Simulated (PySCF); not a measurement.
SMILES [SnH2]([F])[CH]=C (C2H5FSn) at its PBE0/def2-SVP optimised geometry (Å):

```
9

Sn     0.0558    -1.5204     0.0000
F     -0.4559    -2.3138    -1.7053
C     -0.6865     0.4716     0.0000
C      0.1364     1.5215    -0.0769
H      1.7683    -1.5204     0.0000
H     -0.6609    -2.5520     1.1619
H     -1.7683     0.6381     0.0649
H     -0.2393     2.5520    -0.0763
H      1.2248     1.4114    -0.1491
```

Computed with PBE0/def2-TZVP, def2 effective core potentials past Kr in PySCF. The core electrons that the potentials of Sn replace are not part of the density. Cells within 0.4 Å of a nucleus heavier than hydrogen are left out (blank, or x).

Map of the electron localisation function on the plane z = 0.0 Å:

```
|000000000000000000000000000|
|000000000000000000000000000|
|000000000000000000000000000|
|000000000015773000000000000|
|000000000079998200000000000|
|000000000299999300000000000|
|000000000089999311000000000|
|000000000039998557730000000|
|000000000005854899981000000|
|0000006873145xx999992000000|
|0000049999668x3999981000000|
|00000799998x584589710000000|
|00000699997xx52000000000000|
|000002799875873000000000000|
|000000123468842225786100000|
|000000000143132259999700000|
|0000000001226x7269999920000|
|0000000001237xx359999920000|
|000000000122677269999910000|
|000000000122232269999700000|
|000000000123222247998200000|
|000000000012221112441000000|
|000000000000100000000000000|
|000000000000000000000000000|
|000000000000000000000000000|
|000000000000000000000000000|
|000000000000000000000000000|
```
Scale: ten equal steps from 0.000 (start of '0') to 1.000 (end of '9'), in the order '0123456789'; x runs from -5.00 to 5.00, y from -5.00 (bottom) to 5.00 (top).
